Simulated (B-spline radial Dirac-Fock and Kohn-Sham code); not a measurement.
# X-ray lines that fill the 2p3/2 vacancy in Zr⁺

System: Zr⁺, configuration [Kr] 4d2 5s1.

The run's input, task.json:

```json
{"items": [{
  "Z": 40,
  "q": 1,
  "cfg": [[1, 0, 2], [2, 0, 2], [2, 1, 6], [3, 0, 2], [3, 1, 6], [3, 2, 10], [4, 0, 2], [4, 1, 6], [4, 2, 2], [5, 0, 1]],
  "A": 90,
  "rrms": 4.2694,
  "do": ["binding", "quiet", "decay"],
  "holes": ["K", "L1", "L2", "L3", "M1", "M2", "M3", "M4", "M5", "N1", "N2", "N3"]
}]}
```

Run with: `python xray_run.py task.json out`

Method: independent-particle radiative and Coulomb Auger rates from relativistic LDA hole-state orbitals, with Dirac-Fock energies. Computed with a radial atomic solver.

```
line  multipole  energy (eV)  width (meV)  share (%)
  Lℓ         E1       1790.0         1.60       3.36
 Lα2         E1       2041.7         4.55       9.57
 Lα1         E1       2044.1         40.4       85.0
 Lβ6         E1            –        0.276      0.580
Lβ15         E1       2226.4       0.0671      0.141
 Lβ2         E1       2226.5        0.597       1.26
 Lβ7         E1       2228.1       0.0208     0.0438
```

The listed lines hold 100.0 % of the radiative rate. A dash stands for an energy that rests on an unreliable hole state. The radiative width is 0.0476 eV in the length form and 0.0485 eV in the velocity form; the two differ because the transition energies are not eigenvalue differences of the potential that gave the orbitals.
